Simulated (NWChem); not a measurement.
System: CH$_{4}$Cl$_{2}$OSn; SMILES C[O][SnH]([Cl])[Cl]

NWChem input:

```
start job
memory heap 200 mb stack 900 mb global 1100 mb
geometry units angstroms noautoz
  Sn    -0.079717     0.019369     0.696242
  Cl     1.991685     1.157742     0.724004
  Cl    -0.076839    -1.332240    -1.242820
  O     -1.522434     1.377956     0.493475
  C     -1.506563     2.250707    -0.628088
  H     -0.366580    -0.876435     2.132120
  H     -2.390582     2.917252    -0.542346
  H     -0.595598     2.891732    -0.659207
  H     -1.581223     1.704879    -1.596702
end
basis spherical
  * library def2-svp
end
ecp
  Sn library def2-ecp
end
dft
  xc b3lyp
  iterations 150
  mulliken
end
task dft energy
```

Output (shortened):

```
             Northwest Computational Chemistry Package (NWChem) 7.3.0
             --------------------------------------------------------

 CS  symmetry detected

                             Geometry "geometry" -> ""
                             -------------------------

 Output coordinates in angstroms (scale by  1.889725989 to convert to a.u.)

  No.       Tag          Charge          X              Y              Z
 ---- ---------------- ---------- -------------- -------------- --------------
    1 Sn                  50.0000     0.08236162    -0.52350420     0.00000000
    2 Cl                  17.0000     0.96625727     0.58058913    -1.89388475
    3 Cl                  17.0000     0.96625727     0.58058913     1.89388475
    4 O                    8.0000    -1.89142293    -0.25428360     0.00000000
    5 C                    6.0000    -2.41558335     1.06674086     0.00000000
    6 H                    1.0000     0.40687545    -2.20908766     0.00000000
    7 H                    1.0000    -3.52297901     0.98428932     0.00000000
    8 H                    1.0000    -2.11492059     1.64690077    -0.90263131
    9 H                    1.0000    -2.11492059     1.64690077     0.90263131

 Effective nuclear repulsion energy (a.u.)     742.1502467221

      Symmetry information
      --------------------

 Group name             Cs
 Group number              2
 Group order               2
 No. of unique centers     7

                                 NWChem DFT Module
                                 -----------------

 Summary of "ao basis" -> "ao basis" (spherical)
 ------------------------------------------------------------------------------
       Tag                 Description            Shells   Functions and Types
 ---------------- ------------------------------  ------  ---------------------
 Sn                         def2-svp                10       26   4s4p2d
 Cl                         def2-svp                 8       18   4s3p1d
 O                          def2-svp                 6       14   3s2p1d
 C                          def2-svp                 6       14   3s2p1d
 H                          def2-svp                 3        5   2s1p

      Symmetry analysis of basis
      --------------------------

        a'         69
        a"         41

            General Information
            -------------------
          SCF calculation type: DFT
          Wavefunction type:  closed shell.
          No. of atoms     :     9
          No. of electrons :    74
           Alpha electrons :    37
            Beta electrons :    37
          Charge           :     0
          Spin multiplicity:     1
          Use of symmetry is: on ; symmetry adaption is: on
          Maximum number of iterations: 150
          AO basis - number of functions:   110
                     number of shells:    50
          Convergence on energy requested:  1.00D-06
          Convergence on density requested:  1.00D-05
          Convergence on gradient requested:  5.00D-04

              XC Information
              --------------
                         B3LYP Method XC Potential
                     Hartree-Fock (Exact) Exchange  0.200
                        Slater Exchange Functional  0.800 local
                    Becke 1988 Exchange Functional  0.720 non-local
              Lee-Yang-Parr Correlation Functional  0.810
                  VWN I RPA Correlation Functional  0.190 local

             Grid Information
             ----------------
          Grid used for XC integration:  medium
          Radial quadrature: Mura-Knowles
          Angular quadrature: Lebedev.
          Tag              B.-S. Rad. Rad. Pts. Rad. Cut. Ang. Pts.
          ---              ---------- --------- --------- ---------
          Sn                  1.45      123          11.0       590
          Cl                  1.00       88          12.0       590
          O                   0.60       49           9.0       434
          C                   0.70       49          11.0       434
          H                   0.35       45          12.0       434
          Grid pruning is: on
          Number of quadrature shells:   444
          Spatial weights used:  Erf1

      Superposition of Atomic Density Guess
      -------------------------------------

 Sum of atomic energies:       -1282.05586184

      Non-variational initial energy
      ------------------------------

 Total energy =   -1247.377880
 1-e energy   =   -2635.064678
 2-e energy   =     969.826405
 HOMO         =      -0.374632
 LUMO         =      -0.039074

      Symmetry analysis of molecular orbitals - initial
      -------------------------------------------------

  Numbering of irreducible representations:

     1 a'          2 a"

  Orbital symmetries:

     1 a'          2 a"          3 a'          4 a'          5 a'
     6 a"          7 a'          8 a"          9 a'         10 a'
    11 a"         12 a"         13 a'         14 a'         15 a'
    16 a"         17 a'         18 a"         19 a'         20 a'
    21 a'         22 a"         23 a'         24 a"         25 a'
    26 a'         27 a"         28 a'         29 a'         30 a"
    31 a'         32 a'         33 a"         34 a"         35 a'
    36 a'         37 a"         38 a'         39 a'         40 a"
    41 a'         42 a'         43 a'         44 a"         45 a'
    46 a'         47 a'

     ---------------------------------------------
      Total Density - Mulliken Population Analysis
     ---------------------------------------------

    Atom       Charge   Shell Charges
 -----------   ------   -------------------------------------------------------
    1 Sn  22    20.36   1.60  0.41  0.85  0.22  3.26  2.73  0.77  0.37  9.77  0.38
    2 Cl  17    17.51   2.00  1.99  1.23  0.73  5.94  2.16  3.45  0.01
    3 Cl  17    17.51   2.00  1.99  1.23  0.73  5.94  2.16  3.45  0.01
    4 O    8     8.93   1.99  1.11  0.73  3.03  2.07  0.01
    5 C    6     5.88   1.99  0.92  0.23  1.82  0.87  0.05
    6 H    1     1.01   0.59  0.42  0.01
    7 H    1     0.93   0.69  0.22  0.02
    8 H    1     0.93   0.69  0.22  0.02
    9 H    1     0.93   0.69  0.22  0.02

   convergence    iter        energy       DeltaE   RMS-Dens  Diis-err
 ---------------- ----- ----------------- --------- --------- ---------
 d= 0,ls=0.0,diis     1  -1250.1143111129 -1.67D+03  2.03D-02  8.48D-01
 d= 0,ls=0.0,diis     2  -1249.9453130907  1.69D-01  1.20D-02  2.47D+00
 d= 0,ls=0.0,diis     3  -1250.2198937812 -2.75D-01  3.40D-03  1.15D-01
 d= 0,ls=0.0,diis     4  -1250.2283214812 -8.43D-03  1.50D-03  3.36D-02
 d= 0,ls=0.0,diis     5  -1250.2328574917 -4.54D-03  1.52D-04  3.18D-04
  Resetting Diis
 d= 0,ls=0.0,diis     6  -1250.2328902446 -3.28D-05  5.08D-05  4.40D-05
 d= 0,ls=0.0,diis     7  -1250.2328955922 -5.35D-06  2.58D-05  2.46D-06
 d= 0,ls=0.0,diis     8  -1250.2328953884  2.04D-07  1.53D-05  4.24D-06
 d= 0,ls=0.0,diis     9  -1250.2328959365 -5.48D-07  2.86D-06  2.21D-07

         Total DFT energy =    -1250.232895936452
      One electron energy =    -2637.335822063600
           Coulomb energy =     1059.444963632001
    Exchange-Corr. energy =      -90.202429972003
 Nuclear repulsion energy =      417.860392467150

 Numeric. integr. density =       73.999978709213

                  Occupations of the irreducible representations
                  ----------------------------------------------

                     irrep           alpha         beta
                     --------     --------     --------
                     a'               23.0         23.0
                     a"               14.0         14.0

                       DFT Final Molecular Orbital Analysis
                       ------------------------------------

 Vector   35  Occ=2.000000D+00  E=-3.191347D-01  Symmetry=a"
              MO Center=  9.1D-01,  5.4D-01, -6.5D-14, r^2= 4.8D+00
   Bfn.  Coefficient  Atom+Function         Bfn.  Coefficient  Atom+Function
  ----- ------------  ---------------      ----- ------------  ---------------
    39      0.361601  2 Cl pz                57      0.361601  3 Cl pz
    36      0.266722  2 Cl pz                54      0.266722  3 Cl pz
    38      0.201065  2 Cl py                56     -0.201065  3 Cl py
    37      0.198426  2 Cl px                55     -0.198426  3 Cl px
    33      0.155087  2 Cl pz                51      0.155087  3 Cl pz

 Vector   36  Occ=2.000000D+00  E=-3.067470D-01  Symmetry=a'
              MO Center= -1.4D+00,  2.0D-01,  1.7D-12, r^2= 4.2D+00
   Bfn.  Coefficient  Atom+Function         Bfn.  Coefficient  Atom+Function
  ----- ------------  ---------------      ----- ------------  ---------------
    66      0.391487  4 O  px                69      0.281283  4 O  px
    67      0.245783  4 O  py                96      0.212817  7 H  s
    37      0.211195  2 Cl px                55      0.211195  3 Cl px
    70      0.194436  4 O  py                11     -0.168744  1 Sn px
    34      0.159941  2 Cl px                52      0.159941  3 Cl px

 Vector   37  Occ=2.000000D+00  E=-2.893113D-01  Symmetry=a"
              MO Center= -1.8D+00,  2.0D-01, -2.5D-15, r^2= 2.1D+00
   Bfn.  Coefficient  Atom+Function         Bfn.  Coefficient  Atom+Function
  ----- ------------  ---------------      ----- ------------  ---------------
    68      0.553771  4 O  pz                71      0.421606  4 O  pz
   101      0.203706  8 H  s                106     -0.203706  9 H  s
    82     -0.190411  5 C  pz               102      0.149959  8 H  s
   107     -0.149959  9 H  s                 16      0.088524  1 Sn pz
    38     -0.084021  2 Cl py                56      0.084021  3 Cl py

 Vector   38  Occ=0.000000D+00  E=-8.621135D-02  Symmetry=a'
              MO Center=  3.0D-01, -3.3D-01,  8.5D-15, r^2= 4.4D+00
   Bfn.  Coefficient  Atom+Function         Bfn.  Coefficient  Atom+Function
  ----- ------------  ---------------      ----- ------------  ---------------
     3      0.841400  1 Sn s                  4      0.542731  1 Sn s
    92     -0.479718  6 H  s                 39     -0.338838  2 Cl pz
    57      0.338838  3 Cl pz                 2     -0.295647  1 Sn s
    91     -0.246336  6 H  s                  1     -0.231426  1 Sn s
    66     -0.224322  4 O  px                69     -0.208246  4 O  px

 Vector   39  Occ=0.000000D+00  E=-9.802499D-03  Symmetry=a"
              MO Center=  2.3D-02, -6.7D-01, -3.3D-13, r^2= 4.5D+00
   Bfn.  Coefficient  Atom+Function         Bfn.  Coefficient  Atom+Function
  ----- ------------  ---------------      ----- ------------  ---------------
    16      0.869022  1 Sn pz                13      0.508093  1 Sn pz
    30      0.321564  2 Cl s                 48     -0.321564  3 Cl s
    38     -0.241567  2 Cl py                56      0.241567  3 Cl py
    37     -0.176463  2 Cl px                55      0.176463  3 Cl px
    39      0.164045  2 Cl pz                57      0.164045  3 Cl pz

 Vector   40  Occ=0.000000D+00  E=-8.274021D-03  Symmetry=a'
              MO Center=  9.7D-02, -6.4D-01,  2.0D-13, r^2= 4.5D+00
   Bfn.  Coefficient  Atom+Function         Bfn.  Coefficient  Atom+Function
  ----- ------------  ---------------      ----- ------------  ---------------
    14      0.868291  1 Sn px                65      0.480620  4 O  s
    11      0.432695  1 Sn px                69      0.169901  4 O  px
    66      0.164039  4 O  px                39     -0.158677  2 Cl pz
    57      0.158677  3 Cl pz                64      0.156675  4 O  s
    37     -0.155153  2 Cl px                55     -0.155153  3 Cl px

     ---------------------------------------------
      Total Density - Mulliken Population Analysis
     ---------------------------------------------

    Atom       Charge   Shell Charges
 -----------   ------   -------------------------------------------------------
    1 Sn  22    21.14   1.60  0.42  1.12  0.05  3.25  2.75  1.24  0.42  9.73  0.54
    2 Cl  17    17.26   2.00  1.98  1.28  0.70  5.93  2.13  3.23  0.01
    3 Cl  17    17.26   2.00  1.98  1.28  0.70  5.93  2.13  3.23  0.01
    4 O    8     8.53   1.99  1.09  0.75  2.83  1.86  0.01
    5 C    6     5.83   1.98  0.91  0.13  2.05  0.71  0.05
    6 H    1     1.05   0.67  0.37  0.01
    7 H    1     0.97   0.74  0.21  0.02
    8 H    1     0.98   0.75  0.21  0.02
    9 H    1     0.98   0.75  0.21  0.02

     -------------------------------------------
      Total Density - Lowdin Population Analysis
     -------------------------------------------

    Atom       Charge   Shell Charges
 -----------   ------   -------------------------------------------------------
    1 Sn  22    21.55   1.17  0.76  0.77  0.40  3.01  2.84  1.25  0.79  9.48  1.07
    2 Cl  17    17.09   2.00  1.96  1.07  0.81  5.82  2.25  3.18  0.01
    3 Cl  17    17.09   2.00  1.96  1.07  0.81  5.82  2.25  3.18  0.01
    4 O    8     8.32   1.97  0.94  0.64  2.70  2.06  0.02
    5 C    6     5.94   1.96  0.58  0.31  1.81  1.14  0.12
    6 H    1     1.06   0.59  0.44  0.03
    7 H    1     0.98   0.65  0.27  0.06
    8 H    1     0.99   0.65  0.28  0.06
    9 H    1     0.99   0.65  0.28  0.06

     Multipole analysis of the density
     ---------------------------------

     L   x y z        total         alpha         beta         nuclear
     -   - - -        -----         -----         ----         -------
     0   0 0 0      0.000000    -37.000000    -37.000000     74.000000

     1   1 0 0     -0.208968      2.074488      2.074488     -4.357945
     1   0 1 0     -0.378890    -14.039358    -14.039358     27.699826
     1   0 0 1     -0.000000     -0.000000     -0.000000      0.000000

     2   2 0 0    -46.993186   -232.486439   -232.486439    417.979692
     2   1 1 0     -3.376763      6.918503      6.918503    -17.213770
     2   1 0 1     -0.000000     -0.000000     -0.000000      0.000000
     2   0 2 0    -44.228415    -86.587004    -86.587004    128.945594
     2   0 1 1      0.000000      0.000000      0.000000      0.000000
     2   0 0 2    -49.347027   -245.330770   -245.330770    441.314514
```

Level: B3LYP/def2-SVP with def2 effective core potentials on Sn. All runs use the structure optimised with PBE-D3(BJ)/def2-SVP. No frequency run checked for a minimum. def2 effective core potentials on Sn; no spin-orbit coupling.
